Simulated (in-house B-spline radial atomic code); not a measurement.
Configurations of Ga II (Ga+), with energies counted from [Ar] 3d10 4s2. Method: non-relativistic AM05, spin-polarised, spherical fractional occupations, point nucleus. Calculated with a radial B-spline atomic code at the basis-set limit. Shells without spins written out take the highest spin.

Occupations are held fixed; configurations that lie above the ionisation limit could autoionise.

| configuration | E - E(ref) (eV) | highest orbital | its <r> (bohr) |
| --- | --- | --- | --- |
| [Ar] 3d10 4s1 5p1 | 14.137 | 5p up | 6.47 |
| [Ar] 3d10 4s1 4f1 | 16.744 | 4f up | 8.609 |
| [Ar] 3d10 4s(0 up, 1 down) 4f(1 up, 0 down) | 16.744 | 4f up | 8.638 |
| [Ar] 3d9 4s2 4d1 | 30.808 | 4d up | 4.528 |
| [Ar] 3d(5 up, 4 down) 4s2 4d(0 up, 1 down) | 30.825 | 4d down | 4.545 |
| [Ne] 3s2 3p5 3d10 4s2 4d1 | 109.22 | 4d up | 4.525 |

Order these further configurations by energy, lowest first.
A. [Ar] 3d10 4s(0 up, 1 down) 4d(0 up, 1 down)
B. [Ar] 3d9 4s2 5p1
C. [Ar] 3d10 4s(1 up, 0 down) 5s(1 up, 0 down)
D. [Ne] 3s2 3p5 3d10 4s2 5d1
E. [Ar] 3d9 4s2 4f1

C (12.413 eV), A (13.72 eV), B (31.292 eV), E (34.087 eV), D (112.06 eV).

How far above the reference does [Ar] 3d10 4s1 5f1 lie?

17.891 eV; its least bound orbital is 5f up with <r> = 14.65 bohr.
